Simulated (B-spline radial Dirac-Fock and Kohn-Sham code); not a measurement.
Scattering functions of C

System: neutral carbon, configuration [He] 2s1 2p3 (an excited configuration).

The run's input, task.json:

```json
{"items": [{
  "Z": 6,
  "q": 0,
  "cfg": [[1, 0, 2], [2, 0, 1], [2, 1, 3]],
  "A": 12,
  "rrms": 2.4702,
  "do": ["scatter"],
  "s": [0.0, 0.08, 0.1, 0.12, 0.14, 0.17, 0.21, 0.25, 0.3, 0.37, 0.45, 0.54, 0.66, 0.8, 0.96, 1.17, 1.42, 1.72, 2.09, 2.53, 3.07, 3.72, 4.51],
  "pz": [0, 0.1, 0.2, 0.3, 0.4, 0.5, 0.6, 0.8, 1.0, 1.2, 1.4, 1.6, 1.8, 2.0, 2.5, 3.0, 4.0, 5.0, 7.0, 10.0, 15.0, 20.0, 30.0, 40.0, 60.0, 100.0],
  "hv_scatter": [5000, 8047.8, 17479.3, 20000, 30000, 50000, 200000, 1000000]
}]}
```

Run with: `python xray_run.py task.json out`

The computed values come from a radial finite-basis atomic code: configuration-average Dirac-Fock orbitals. f₀ is the Fourier transform of the spherical electron density, S the Waller-Hartree incoherent function, and s = sin θ/λ. The electron scattering factor follows from the Mott-Bethe formula f_e = 0.023934 Å⁻¹·(Z − f₀)/s².

```
s (Å⁻¹)     f₀      S  f_e (Å)
      0  6.000  0.000        –
   0.08  5.368  0.970    2.365
    0.1  5.069  1.377    2.228
   0.12  4.750  1.781    2.078
   0.14  4.424  2.160    1.924
   0.17  3.952  2.657    1.696
   0.21  3.391  3.173    1.416
   0.25  2.932  3.546    1.175
    0.3  2.498  3.867    0.931
   0.37  2.096  4.154    0.683
   0.45  1.824  4.375    0.494
   0.54  1.640  4.574    0.358
   0.66  1.476  4.812    0.249
    0.8  1.315  5.064    0.175
   0.96  1.139  5.310    0.126
   1.17  0.923  5.556    0.089
   1.42  0.703  5.746    0.063
   1.72  0.500  5.873    0.044
   2.09  0.329  5.945    0.031
   2.53  0.204  5.979    0.022
   3.07  0.118  5.993    0.015
   3.72  0.065  5.998    0.010
   4.51  0.034  5.999    0.007
```

f₀ starts at the number of electrons, 6, and has fallen to half at s ≈ 0.24 Å⁻¹. The sum of ⟨r²⟩ over the electrons is 15.04 bohr². It fixes the forward electron scattering factor, f_e(0) = (a₀/3)Σ⟨r²⟩ = 2.653 Å.
